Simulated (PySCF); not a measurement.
## P: excitation energy

P [Ne] 3s2 3p3 (4S) → P [Ne] 3s1 3p3 3d1 (6D), as a difference of total energies. Calculation: PySCF 2.14, in aug-cc-pV(T+d)Z with one added diffuse shell each of s, p, d, f type (7s6p5d3f, 71 functions); the non-relativistic Hamiltonian (point nucleus). Correlated levels: valence: [Ne] frozen. The calculations carry no spin-orbit coupling.

| method | excitation energy (eV) |
| --- | --- |
| UHF | 11.917 |
| LDA | 13.816 |
| PBE | 13.614 |
| PBE0 | 13.570 |
| r2SCAN | 13.157 |
| TPSSh | 13.690 |
| PW91 | 13.636 |
| BP86 | 13.607 |
| BHandHLYP | 14.057 |
| MP2 (valence) | 13.424 |
| SCS-MP2 (valence) | 13.866 |

**Question.** How much does correlation contribute at MP2 (valence)?

**Answer.** 13.424 − (11.917) = 1.507 eV, measured against UHF.

The upper state lies above the first ionisation limit, but in LS coupling its spin forbids autoionisation to the ground ion.

The promoted electron is Rydberg-like, and one or two diffuse shells describe it only roughly, which tends to raise the upper state.
